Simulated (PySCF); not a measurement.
C₂H₈CdOSi. Atoms are numbered in the order given.

```xyz
13

Cd     0.0862    -0.4006     0.2054
C     -0.8927    -1.5617     1.6748
C     -2.0391    -0.8487     2.3967
H     -0.1047    -1.8843     2.3865
H     -1.2476    -2.4764     1.1567
H     -2.8452    -0.5350     1.7025
H     -1.6996     0.0598     2.9348
H     -2.5074    -1.5155     3.1538
O      1.1016     0.6255    -1.1743
Si     0.7845     1.9805    -2.0764
H     -0.4327     1.8238    -2.9649
H      1.9623     2.2804    -2.9689
H      0.5328     3.2080    -1.2245
```
Charge 0, spin multiplicity 1.

Geometry: PBE-D3(BJ)/def2-SVP. The def2 effective core potentials stand for the cores of Cd; spin–orbit coupling is left out. One conformer was computed; it need not be the lowest.

Level of theory: C-PCM-B3LYP/def2-SVP in PySCF 2.14.0.

The values are the electrostatic part of the solvation free energy, E(continuum) − E(gas) at the gas-phase geometry, in a cavity of scaled van der Waals radii (PySCF's table); cavitation and dispersion terms are not included. A continuum can't describe solvent molecules that bind to the metal. In vacuum the orbital gap is 6.27 eV. The dipole moment in vacuum is 3.39 D.

```
solvent           ε  ΔG(elec) (kcal/mol)  dipole (D)  gap (eV)
------------  -----  -------------------  ----------  --------
water         78.36                 -9.3        3.86      6.36
acetonitrile  35.69                 -9.1        3.85      6.37
ethanol       24.85                 -9.0        3.85      6.37
```
